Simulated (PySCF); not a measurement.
PySCF job for Al(F)(H)(iPr) (C₃H₈AlF), SMILES [CH](C)([AlH][F])C, TDDFT-PBE/def2-SVPD. Coordinates come from a B3LYP-D3(BJ)/def2-SVP optimisation. The structure was generated by enumeration; whether it is a known compound was not checked. One conformer was computed; it need not be the lowest.

```python
import numpy as np
from pyscf import gto, scf, dft, tdscf

mol = gto.M(
    atom='''
    Al   -0.37598205    1.08662495    0.12644182
    F     0.66155375    2.01721560   -0.80006675
    H    -1.35166159    1.88730662    1.07921406
    C    -0.32285318   -0.86723204   -0.07418969
    C    -0.71496310   -1.59410071    1.22416274
    C     1.00172644   -1.39145427   -0.65198810
    H    -1.11961041   -1.07226427   -0.82074980
    H    -0.79741133   -2.68455119    1.06561150
    H     0.03928676   -1.44452704    2.01646709
    H    -1.68221673   -1.24833293    1.62558548
    H     1.26223045   -0.90468728   -1.60510680
    H     0.95749479   -2.48070383   -0.83370104
    H     1.84220996   -1.21658286    0.04162669
    ''',
    basis='def2-SVPD',
    charge=0,
    spin=0,
    max_memory=1600,
    verbose=4,
)
mf = dft.RKS(mol, xc='pbe').density_fit(auxbasis='def2-universal-jkfit')
mf.grids.level = 3
mf.conv_tol = 1e-9
mf.max_cycle = 100
mf.kernel()
mf.grids = dft.Grids(mol).set(level=1).build(with_non0tab=True)  # coarser grid for the response kernel
td = tdscf.TDDFT(mf)
td.singlet = True
td.nstates = 10
td.conv_tol = 1e-4
td.positive_eig_threshold = 1e-6
td.kernel(x0=td.get_init_guess(mf, 15))
td.analyze()
tt = tdscf.TDA(mf)
tt.singlet = False
tt.nstates = 4
tt.conv_tol = 1e-4
tt.positive_eig_threshold = 1e-6
tt.kernel(x0=tt.get_init_guess(mf, 9))
tt.analyze(verbose=3)
```

Output:

```
PySCF version 2.14.0

[INPUT] verbose = 4
[INPUT] num. atoms = 13
[INPUT] num. electrons = 48
[INPUT] charge = 0
[INPUT] spin (= nelec alpha-beta = 2S) = 0
[INPUT] symmetry False subgroup None
[INPUT] Mole.unit = angstrom
[INPUT] Symbol           X                Y                Z      unit          X                Y                Z       unit  Magmom
[INPUT]  1 Al    -0.375982050000   1.086624950000   0.126441820000 AA   -0.710503102253   2.053423555619   0.238940410492 Bohr   0.0
[INPUT]  2 F      0.661553750000   2.017215600000  -0.800066750000 AA    1.250155404179   3.811985018200  -1.511907038871 Bohr   0.0
[INPUT]  3 H     -1.351661590000   1.887306620000   1.079214060000 AA   -2.554270218194   3.566492624879   2.039419003180 Bohr   0.0
[INPUT]  4 C     -0.322853180000  -0.867232040000  -0.074189690000 AA   -0.610104088645  -1.638831042048  -0.140198195366 Bohr   0.0
[INPUT]  5 C     -0.714963100000  -1.594100710000   1.224162740000 AA   -1.351084448170  -3.012413756875   2.313332310497 Bohr   0.0
[INPUT]  6 C      1.001726440000  -1.391454270000  -0.651988100000 AA    1.892988623336  -2.629467485157  -1.232078945476 Bohr   0.0
[INPUT]  7 H     -1.119610410000  -1.072264270000  -0.820749800000 AA   -2.115757041112  -2.026285803457  -1.550992338792 Bohr   0.0
[INPUT]  8 H     -0.797411330000  -2.684551190000   1.065611500000 AA   -1.506889022325  -5.073066516475   2.013713890187 Bohr   0.0
[INPUT]  9 H      0.039286760000  -1.444527040000   2.016467090000 AA    0.074241216722  -2.729760485129   3.810570539299 Bohr   0.0
[INPUT] 10 H     -1.682216730000  -1.248332930000   1.625585480000 AA   -3.178928901861  -2.359007349976   3.071911349270 Bohr   0.0
[INPUT] 11 H      1.262230450000  -0.904687280000  -1.605106800000 AA    2.385269856587  -1.709611187578  -3.033212252677 Bohr   0.0
[INPUT] 12 H      0.957494790000  -2.480703830000  -0.833701040000 AA    1.809402918798  -4.687850834860  -1.575466635365 Bohr   0.0
[INPUT] 13 H      1.842209960000  -1.216582860000   0.041626690000 AA    3.481272288346  -2.299008413240   0.078663043572 Bohr   0.0

nuclear repulsion = 217.773407288704
number of shells = 75
number of NR pGTOs = 245
number of NR cGTOs = 171
basis = def2-SVPD
ecp = {}


[settings echo left out]
init E= -460.711150689418
  HOMO = -0.306335347842141  LUMO = -0.0868619295129802  gap/eV = 5.97218
cycle= 1 E= -460.699664996842  delta_E= 0.0115  |g|= 0.775  |ddm|= 4.38
  HOMO = -0.144691164517267  LUMO = -0.0441612081315519  gap/eV = 2.73556
cycle= 2 E= -460.173738694904  delta_E= 0.526  |g|= 1.81  |ddm|= 2.44
  HOMO = -0.21590078175896  LUMO = -0.0625006447281589  gap/eV = 4.17423
cycle= 3 E= -460.827041384808  delta_E= -0.653  |g|= 0.232  |ddm|= 1.59
  HOMO = -0.235600732502143  LUMO = -0.0652766919006744  gap/eV = 4.63475
cycle= 4 E= -460.8384753108  delta_E= -0.0114  |g|= 0.0885  |ddm|= 0.321
  HOMO = -0.230323966965109  LUMO = -0.0653496882221476  gap/eV = 4.48918
cycle= 5 E= -460.840126815235  delta_E= -0.00165  |g|= 0.0242  |ddm|= 0.12
  HOMO = -0.231789818736184  LUMO = -0.0655342349444696  gap/eV = 4.52404
cycle= 6 E= -460.84028806677  delta_E= -0.000161  |g|= 0.0089  |ddm|= 0.0402
  HOMO = -0.231286664096226  LUMO = -0.0654021499237523  gap/eV = 4.51395
cycle= 7 E= -460.840306117947  delta_E= -1.81e-05  |g|= 0.0019  |ddm|= 0.0108
  HOMO = -0.231295965648717  LUMO = -0.0654090056207268  gap/eV = 4.51401
cycle= 8 E= -460.840306838403  delta_E= -7.2e-07  |g|= 0.000373  |ddm|= 0.00266
  HOMO = -0.231306290465573  LUMO = -0.0654167499197489  gap/eV = 4.51408
cycle= 9 E= -460.840306873856  delta_E= -3.55e-08  |g|= 6.99e-05  |ddm|= 0.000702
  HOMO = -0.231313713586003  LUMO = -0.0654184273035927  gap/eV = 4.51424
cycle= 10 E= -460.840306875177  delta_E= -1.32e-09  |g|= 3.75e-05  |ddm|= 0.000184
  HOMO = -0.231313944136978  LUMO = -0.065419042234542  gap/eV = 4.51423
cycle= 11 E= -460.840306875497  delta_E= -3.2e-10  |g|= 1.22e-05  |ddm|= 6.1e-05
  HOMO = -0.231312417095393  LUMO = -0.0654183951875846  gap/eV = 4.51421
Extra cycle  E= -460.840306875443  delta_E= 5.42e-11  |g|= 1.99e-05  |ddm|= 4.22e-05
converged SCF energy = -460.840306875443
tot grids = 46968
Overwritten attributes  positive_eig_threshold  of <class 'pyscf.tdscf.rks.CasidaTDDFT'>


******** <class 'pyscf.tdscf.rks.CasidaTDDFT'> for <class 'pyscf.df.df_jk.DFRKS'> ********
nstates = 10 singlet
deg_eia_thresh = 1.000e-03
wfnsym = None
conv_tol = 0.0001
eigh lindep = 1e-12
eigh level_shift = 0
eigh max_cycle = 100


Excitation energies (eV)
[4.60057981 5.7146343  6.32141057 6.49395693 6.58474484 6.88228383
 7.02174546 7.22653153 7.43545352 7.46548   ]

** Singlet excitation energies and oscillator strengths **
Excited State   1:      4.60058 eV    269.50 nm  f=0.0002
      24 -> 25       -0.70607
Excited State   2:      5.71463 eV    216.96 nm  f=0.0304
      24 -> 26       -0.69146
      24 -> 28        0.11786
Excited State   3:      6.32141 eV    196.13 nm  f=0.0027
      24 -> 27        0.70374
Excited State   4:      6.49396 eV    190.92 nm  f=0.0037
      21 -> 25       -0.16168
      22 -> 25       -0.13895
      23 -> 25        0.66975
Excited State   5:      6.58474 eV    188.29 nm  f=0.0025
      21 -> 25       -0.25198
      22 -> 25        0.65538
Excited State   6:      6.88228 eV    180.15 nm  f=0.0443
      21 -> 25        0.61133
      22 -> 25        0.20944
      23 -> 25        0.19548
      24 -> 28        0.14555
Excited State   7:      7.02175 eV    176.57 nm  f=0.2275
      21 -> 25        0.14482
      23 -> 26        0.16988
      24 -> 28       -0.64191
Excited State   8:      7.22653 eV    171.57 nm  f=0.0199
      24 -> 29        0.69527
Excited State   9:      7.43545 eV    166.75 nm  f=0.0054
      20 -> 25        0.66720
      23 -> 26        0.16211
      24 -> 30        0.10484
Excited State  10:      7.46548 eV    166.08 nm  f=0.0124
      20 -> 25       -0.20341
      22 -> 26       -0.14182
      23 -> 26        0.45916
      24 -> 30        0.45562

** Transition electric dipole moments (AU) **
state          X           Y           Z        Dip. S.      Osc.
  1        -0.0123     -0.0349      0.0118      0.0015      0.0002
  2         0.0206     -0.4632     -0.0482      0.2173      0.0304
  3        -0.0559      0.1186     -0.0099      0.0173      0.0027
  4         0.0262      0.1463      0.0363      0.0234      0.0037
  5         0.0202     -0.0444      0.1143      0.0154      0.0025
  6         0.3241      0.0527      0.3933      0.2625      0.0443
  7         0.3697     -1.0697     -0.2038      1.3225      0.2275
  8        -0.1341      0.2249      0.2092      0.1123      0.0199
  9         0.0604      0.0816      0.1393      0.0297      0.0054
 10        -0.0309      0.2500      0.0648      0.0677      0.0124

** Transition velocity dipole moments (imaginary part, AU) **
state          X           Y           Z        Dip. S.      Osc.
  1        -0.0006     -0.0071      0.0032      0.0001      0.0002
  2         0.0042     -0.0997     -0.0069      0.0100      0.0318
  3        -0.0096      0.0293     -0.0020      0.0010      0.0027
  4         0.0065      0.0359      0.0079      0.0014      0.0039
  5         0.0030     -0.0113      0.0290      0.0010      0.0027
  6         0.0823      0.0137      0.0998      0.0169      0.0446
  7         0.0966     -0.2833     -0.0567      0.0928      0.2398
  8        -0.0354      0.0596      0.0578      0.0082      0.0205
  9         0.0153      0.0229      0.0379      0.0022      0.0054
 10        -0.0087      0.0714      0.0180      0.0055      0.0133

** Transition magnetic dipole moments (imaginary part, AU) **
state          X           Y           Z
  1         0.3318      0.4039     -0.3245
  2         0.4347      0.0530     -0.1788
  3        -0.0371      0.0365     -0.4951
  4        -0.6460     -0.4255      0.6613
  5        -0.0350     -0.1947      0.0426
  6        -0.3625     -0.7174      0.3399
  7        -0.0423     -0.1315     -0.2145
  8        -0.1512     -0.2169      0.4080
  9        -0.1500      0.0487     -0.0764
 10         0.1945      0.1553     -0.1107
Overwritten attributes  positive_eig_threshold  of <class 'pyscf.tdscf.rks.TDA'>


******** <class 'pyscf.tdscf.rks.TDA'> for <class 'pyscf.df.df_jk.DFRKS'> ********
nstates = 4 triplet
deg_eia_thresh = 1.000e-03
wfnsym = None
conv_tol = 0.0001
eigh lindep = 1e-12
eigh level_shift = 0
eigh max_cycle = 100


Excitation energies (eV)
[4.28331128 5.24425445 6.02409574 6.1443917 ]

** Triplet excitation energies and oscillator strengths **
Excited State   1:      4.28331 eV    289.46 nm  f=0.0000
Excited State   2:      5.24425 eV    236.42 nm  f=0.0000
Excited State   3:      6.02410 eV    205.81 nm  f=0.0000
Excited State   4:      6.14439 eV    201.78 nm  f=0.0000
```

The run converged.
